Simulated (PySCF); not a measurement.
## Shapes and spin states of RuS₂⁺

Level of theory: PBE0/[Ru def2-SVP with ECP28, S def2-SVP], scalar-relativistic core potentials, density fitting, no spin–orbit coupling, PySCF.

Relaxations began from a few typed shapes and spin states; open shells are unrestricted. The search is not exhaustive: other isomers or separated fragments can lie lower, and high-lying points may rest on an excited occupation.

(1) Order these stationary points by electronic energy, lowest first, in kJ/mol from the lowest minimum.
A. broken-symmetry Ms = 3/2 (⟨S²⟩ 5.18) C∞v: Ru–S 2.151 Å, Ru–S 2.286 Å; S–Ru–S 180.0°
B. doublet (⟨S²⟩ 1.05) C2v: Ru–S 2.022 Å (×2); S–Ru–S 112.2°
C. quartet C2v: Ru–S 2.048 Å (×2); S–Ru–S 110.9°
D. quartet C2v: Ru–S 2.255 Å (×2), S–S 2.012 Å; Ru–S–S 63.5° (×2), S–Ru–S 53.0°
E. broken-symmetry Ms = 1/2 (⟨S²⟩ 1.56) C2v: Ru–S 2.296 Å (×2), S–S 1.958 Å; Ru–S–S 64.8° (×2), S–Ru–S 50.5°

(2) Which of them are minima?

## Answers

(1) E (0.0), D (1.9), B (63.7), C (74.9), A (155.5).

(2) By energy in kJ/mol, 0.0: minimum; 1.9: minimum; 63.7: minimum; 74.9: minimum; 155.5: minimum.

For the lowest minimum: the determinant is spin-contaminated (⟨S²⟩ = 1.56, pure value 0.75). With open d or f shells other occupations or spin states may lie lower.
